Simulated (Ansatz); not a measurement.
Cost and result for the atomization energy of H$_{6}$S$_{2}$SiSn, SMILES `S[SiH2][SnH2][SH]` (10 atoms, 9 bonds).

Z-matrix (Å, degrees):
```
Si
Sn 1 2.567
S 1 2.133 2 105.7
H 1 1.485 2 112.8 3 117.4
H 1 1.488 2 109.5 3 -122.0
S 2 2.427 1 103.1 3 35.9
H 2 1.708 1 116.3 3 153.7
H 2 1.704 1 114.2 3 -75.9
H 3 1.352 1 93.3 2 -31.7
H 6 1.344 2 93.8 1 73.7
```

The species carries charge 0 and has multiplicity 1. Correlated methods include outer-core shells of Sn, which these sets cover unevenly. Sn takes the def2 core potential. The geometry is a stationary point of PBE0-D4/def2-TZVP. It is one conformer, not always the lowest. Program: Ansatz. All runs use 4 threads of an AMD EPYC 9R45 on a shared host. Times are those of one run each, without the atoms' runs, and a repeat can differ threefold. Electronic energies, without spin–orbit coupling; frozen cores. CCSD(T)/CBS adds CCSD(T) − MP2 in def2-TZVPP to the MP2 limit, and its time is that of the two runs behind it. T1 = 0.013. With those shells the extrapolation isn't a true limit. HSE06 is the plane-wave form, built on full-range PBE exchange.

CCSD(T)/CBS is a level of theory with its own doubt, some kJ/mol a heavy atom from the limit and from the frozen cores, so smaller differences don't rank the functionals.

| level | functions | wall time | atomization (kcal/mol) | difference from CCSD(T)/CBS | per bond |
| --- | --- | --- | --- | --- | --- |
| LDA (SPW92)/def2-TZVPP | 260 | 0.6 s | 732.0 | 81.1 | 9.0 |
| PBE-D4/def2-TZVPP (with forces) | 260 | 1.1 s | 644.3 | -6.6 | -0.7 |
| BHLYP-D4/def2-TZVPP | 260 | 1.6 s | 631.6 | -19.3 | -2.1 |
| PBE0-D4/def2-TZVPP | 260 | 1.6 s | 639.9 | -11.0 | -1.2 |
| CAM-B3LYP-D4/def2-TZVPP | 260 | 1.8 s | 641.6 | -9.3 | -1.0 |
| HSE06-D4/def2-TZVPP | 260 | 1.8 s | 640.0 | -10.9 | -1.2 |
| CCSD(T)/def2-SVP | 110 | 2 s | 588.4 | -62.5 | -6.9 |
| PBE-QIDH/def2-TZVPP | 260 | 2.4 s | 636.0 | -14.9 | -1.7 |
| B2PLYP/def2-TZVPP | 260 | 2.6 s | 629.4 | -21.5 | -2.4 |
| ωB97X-V/def2-TZVPP | 260 | 3.3 s | 654.4 | 3.5 | 0.4 |
| MP2/def2-QZVPP | 472 | 7.5 s | 635.6 | -15.3 | -1.7 |
| CCSD(T)/def2-TZVPP | 260 | 56 s | 628.5 | -22.4 | -2.5 |
| CCSD(T)/CBS(def2) | – | 64 s | 650.9 | 0.0 | 0.0 |

From r2SCAN to r2SCAN0 (25 % exact exchange), in def2-TZVPP and without D4, the atomization energy moves by −7.5 kcal/mol: exact exchange takes away binding that semilocal exchange gives to molecules. Leaving LDA and LC-ωPBE aside and taking each functional with its dispersion term where it has one, the values, not all of them listed here, spread over 29.8 kcal/mol, from B2PLYP to B97M-V. LDA lies +95.0 kcal/mol from PBE without D4, its usual overbinding. In def2-TZVPP, CCSD(T) changes the Hartree–Fock value by +171.2 kcal/mol (the triples alone add +10.3 kcal/mol) and MP2 by +165.1 kcal/mol; breaking electron pairs costs correlation energy, which Hartree–Fock lacks.

Spin–orbit coupling would lower the free Sn atoms strongly, and the atomization energy with them, by more than many differences here. For some Ge, Se and Sn compounds the MP2-based and the directly extrapolated limit differ by 10 to 25 kJ/mol.
